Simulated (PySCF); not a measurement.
C8H9FO.
Cartesian coordinates in Å at the PBE0-D3(BJ)/def2-SVP level; atoms count from 1:
```xyz
19
C8H9FO angstrom
C     -1.2680    2.4449   -0.1103
C     -1.0968    1.3044    0.2593
C     -0.9020   -0.0808    0.6748
C     -1.9888   -1.0025    0.1162
C      0.5139   -0.5716    0.3166
F      0.5807   -1.8820    0.7996
C      1.6419    0.2381    0.8659
C      2.5009    0.4751   -0.1327
O      2.1341    0.0075   -1.3378
C      0.8372   -0.5639   -1.1856
H     -1.4162    3.4587   -0.4325
H     -0.9521   -0.1176    1.7778
H     -2.9819   -0.6716    0.4501
H     -1.9878   -0.9965   -0.9844
H     -1.8197   -2.0299    0.4637
H      1.7523    0.5268    1.9086
H      3.4603    0.9949   -0.1156
H      0.1241    0.0529   -1.7535
H      0.8433   -1.5891   -1.5812
```

Hirshfeld charges (e) from the PBE0/pcSseg-1 density (PySCF), one withheld:

```json
{"atom": "C1", "bonded to": "C2 H11", "charge": "-0.1178"}
{"atom": "C2", "bonded to": "C1 C3", "charge": "-0.0381"}
{"atom": "C3", "bonded to": "C2 C4 C5 H12", "charge": "-0.0196"}
{"atom": "C4", "bonded to": "C3 H13 H14 H15", "charge": "-0.1144"}
{"atom": "C5", "bonded to": "C3 F6 C7 C10", "charge": "?"}
{"atom": "F6", "bonded to": "C5", "charge": "-0.1151"}
{"atom": "C7", "bonded to": "C5 C8 H16", "charge": "-0.1159"}
{"atom": "C8", "bonded to": "C7 O9 H17", "charge": "+0.0405"}
{"atom": "O9", "bonded to": "C8 C10", "charge": "-0.1150"}
{"atom": "C10", "bonded to": "O9 C5 H18 H19", "charge": "-0.0002"}
{"atom": "H11", "bonded to": "C1", "charge": "+0.0948"}
{"atom": "H12", "bonded to": "C3", "charge": "+0.0529"}
{"atom": "H13", "bonded to": "C4", "charge": "+0.0464"}
{"atom": "H14", "bonded to": "C4", "charge": "+0.0410"}
{"atom": "H15", "bonded to": "C4", "charge": "+0.0407"}
{"atom": "H16", "bonded to": "C7", "charge": "+0.0544"}
{"atom": "H17", "bonded to": "C8", "charge": "+0.0707"}
{"atom": "H18", "bonded to": "C10", "charge": "+0.0449"}
{"atom": "H19", "bonded to": "C10", "charge": "+0.0526"}
```

Q: What is the charge on C5?

A: The charges add up to the total charge, 0. The others sum to -0.0972, which leaves +0.0972 e for C5 (sp3 C–F carbon).

Q: Add each hydrogen's charge to the atom that carries it.

A: C1 -0.0230, C3 +0.0333, C4 +0.0137, C7 -0.0615, C8 +0.1112, C10 +0.0973. Atoms without hydrogen keep their charges.

Q: Across which bond do the charges differ most?

A: C5–C7: +0.0972 on C5 against -0.1159 on C7, a difference of 0.2131 e (C1–H11 and C5–F6 within 0.003 e of it).

Q: Take the bonds between elements whose Pauling electronegativities differ by more than 0.25. In how many does the more electronegative atom carry the lower charge?

A: In 12 of 12.

Q: How much positive and how much negative charge does this set hold in all?

A: +0.6361 e on 11 atoms and -0.6361 e on 8.

The Hirshfeld scheme weights the molecular density at each point by an atom's share of the summed free-atom densities. Geometry: PBE0-D3(BJ)/def2-SVP, one conformer, isolated molecule.
